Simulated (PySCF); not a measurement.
H$_{2}$CdSe, singlet, geometry from GFN2-xTB (such geometries of metal compounds can be far from the true shape) (core potentials on Cd); PySCF with PBE0/def2-SVP, polarisability.

PySCF was given this input:
```python
from pyscf import gto, scf, dft
from pyscf.prop import polarizability

mol = gto.M(
    atom='''
Cd   -0.639691   -0.547634   -0.567808
H    -1.413339   -0.365274   -1.993635
Se    0.908844    0.781938    0.801600
H     1.217790    0.065804    1.994033
''',
    basis='def2-svp',
    ecp={'Cd': 'def2-svp'},
    charge=0,
    spin=0,
    verbose=4,
)

mf = dft.RKS(mol)
mf.xc = 'pbe0'
mf.kernel()
alpha = mf.Polarizability().polarizability()[2, 2]
print('alpha_zz =', alpha)
```

What the program printed (banner, timings and long lists left out):

```
site-packages/pyscf/prop/efg/rhf.py:45: UserWarning: Module EFG is under testing
  warnings.warn('Module EFG is under testing')
site-packages/pyscf/prop/efg/dhf.py:30: UserWarning: Module EFG is under testing
  warnings.warn('Module EFG is under testing')
site-packages/pyscf/prop/zfs/uhf.py:40: UserWarning: Module ZFS is under testing
  warnings.warn('Module ZFS is under testing')
site-packages/pyscf/prop/gtensor/uhf.py:43: UserWarning: Module g-tensor is under testing
  warnings.warn('Module g-tensor is under testing')
site-packages/pyscf/prop/gtensor/uks.py:41: UserWarning: Module g-tensor is under testing
  warnings.warn('Module g-tensor is under testing')
site-packages/pyscf/prop/hfc/uks.py:35: UserWarning: Module HFC is under testing
  warnings.warn('Module HFC is under testing')
site-packages/pyscf/prop/magnetizability/rhf.py:39: UserWarning: Module magnetizability is under testing
  warnings.warn('Module magnetizability is under testing')
site-packages/pyscf/prop/magnetizability/uhf.py:37: UserWarning: Module magnetizability is under testing
  warnings.warn('Module magnetizability is under testing')
site-packages/pyscf/prop/magnetizability/rks.py:37: UserWarning: Module magnetizability is under testing
  warnings.warn('Module magnetizability is under testing')
site-packages/pyscf/prop/magnetizability/uks.py:39: UserWarning: Module magnetizability is under testing
  warnings.warn('Module magnetizability is under testing')
site-packages/pyscf/prop/polarizability/uhf.py:34: UserWarning: Module polarizability is under testing
  warnings.warn('Module polarizability is under testing')
site-packages/pyscf/prop/polarizability/rks.py:29: UserWarning: Module polarizability is under testing
  warnings.warn('Module polarizability is under testing')
site-packages/pyscf/prop/polarizability/uks.py:29: UserWarning: Module polarizability is under testing
  warnings.warn('Module polarizability is under testing')
PySCF version 2.14.0

[INPUT] verbose = 4
[INPUT] num. atoms = 4
[INPUT] num. electrons = 56
[INPUT] charge = 0
[INPUT] spin (= nelec alpha-beta = 2S) = 0
[INPUT] symmetry False subgroup None
[INPUT] Mole.unit = angstrom
[INPUT] Symbol           X                Y                Z      unit          X                Y                Z       unit  Magmom
[INPUT]  1 Cd    -0.639691000000  -0.547634000000  -0.567808000000 AA   -1.208840794349  -1.034878276500  -1.073001611337 Bohr   0.0
[INPUT]  2 H     -1.413339000000  -0.365274000000  -1.993635000000 AA   -2.670823631167  -0.690267820424  -3.767424142347 Bohr   0.0
[INPUT]  3 Se     0.908844000000   0.781938000000   0.801600000000 AA    1.717466249954   1.477648666390   1.514804461451 Bohr   0.0
[INPUT]  4 H      1.217790000000   0.065804000000   1.994033000000 AA    2.301289577234   0.124351537901   3.768176253345 Bohr   0.0

nuclear repulsion = 173.630747949075
number of shells = 29
number of NR pGTOs = 145
number of NR cGTOs = 73
basis = def2-svp
ecp = {'Cd': 'def2-svp'}

******** <class 'pyscf.dft.rks.RKS'> ********
method = RKS
initial guess = minao
damping factor = 0
level_shift factor = 0
DIIS = <class 'pyscf.scf.diis.CDIIS'>
diis_start_cycle = 1
diis_space = 8
diis_damp = 0
SCF conv_tol = 1e-09
SCF conv_tol_grad = None
SCF max_cycles = 50
direct_scf = True
direct_scf_tol = 1e-13
XC library pyscf.dft.libxc version 7.1.2
    S. Lehtola, C. Steigemann, M. J. T. Oliveira, and M. A. L. Marques,  SoftwareX 7, 1–5 (2018)
XC functionals = pbe0
    C. Adamo and V. Barone,  J. Chem. Phys. 110, 6158 (1999)
    M. Ernzerhof and G. E. Scuseria,  J. Chem. Phys. 110, 5029 (1999)
radial grids:
    Treutler-Ahlrichs [JCP 102, 346 (1995); DOI:10.1063/1.469408] (M4) radial grids

becke partition: Becke, JCP 88, 2547 (1988); DOI:10.1063/1.454033
pruning grids: <function nwchem_prune>
grids dens level: 3
symmetrized grids: False
atomic radii adjust function: <function treutler_atomic_radii_adjust>
small_rho_cutoff = 0
Set gradient conv threshold to 3.16228e-05
Initial guess from minao.
tot grids = 62432
init E= -2554.94366039012
  HOMO = -0.618029905703337  LUMO = -0.572704808985998  gap/eV = 1.23336
cycle= 1 E= -2568.47865238265  delta_E= -13.5  |g|= 2.14  |ddm|= 4.45
  HOMO = 0.12723350213826  LUMO = 0.152841176486628  gap/eV = 0.69682
cycle= 2 E= -2541.13056151659  delta_E= 27.3  |g|= 7.38  |ddm|=   14
  HOMO = -0.320595735066608  LUMO = -0.110113406558128  gap/eV = 5.72752
cycle= 3 E= -2569.84492114277  delta_E= -28.7  |g|= 0.416  |ddm|= 13.1
  HOMO = -0.182139253276998  LUMO = -0.0707232637417961  gap/eV = 3.03178
cycle= 4 E= -2569.82644349745  delta_E= 0.0185  |g|= 0.465  |ddm|=  1.2
  HOMO = -0.245282865163013  LUMO = -0.0703694221218965  gap/eV = 4.75964
cycle= 5 E= -2569.89337802372  delta_E= -0.0669  |g|= 0.0588  |ddm|= 0.686
  HOMO = -0.241949708743213  LUMO = -0.0709993059115194  gap/eV = 4.65180
cycle= 6 E= -2569.8938610085  delta_E= -0.000483  |g|= 0.0138  |ddm|= 0.0574
  HOMO = -0.242667480043617  LUMO = -0.0722887463514134  gap/eV = 4.63624
cycle= 7 E= -2569.89390838636  delta_E= -4.74e-05  |g|= 0.00236  |ddm|= 0.016
  HOMO = -0.2424408989934  LUMO = -0.0724049804907144  gap/eV = 4.62691
cycle= 8 E= -2569.89391009283  delta_E= -1.71e-06  |g|= 0.000759  |ddm|= 0.00392
  HOMO = -0.242487813970905  LUMO = -0.0723942594197669  gap/eV = 4.62848
cycle= 9 E= -2569.89391026997  delta_E= -1.77e-07  |g|= 0.000205  |ddm|= 0.00108
  HOMO = -0.242510174680513  LUMO = -0.0724024278563003  gap/eV = 4.62887
cycle= 10 E= -2569.8939102778  delta_E= -7.83e-09  |g|= 2.66e-05  |ddm|= 0.000198
  HOMO = -0.242507261150273  LUMO = -0.072403129663962  gap/eV = 4.62877
cycle= 11 E= -2569.89391027805  delta_E= -2.49e-10  |g|= 4.78e-06  |ddm|= 4.42e-05
  HOMO = -0.24250668947897  LUMO = -0.0724031268228045  gap/eV = 4.62875
Extra cycle  E= -2569.89391027803  delta_E= 1.46e-11  |g|= 3.67e-06  |ddm|= 1.15e-05
converged SCF energy = -2569.89391027803
Isotropic polarizability 53.3658829753
Polarizability anisotropy 6.70601461775
alpha_zz = 57.02551467213466
```
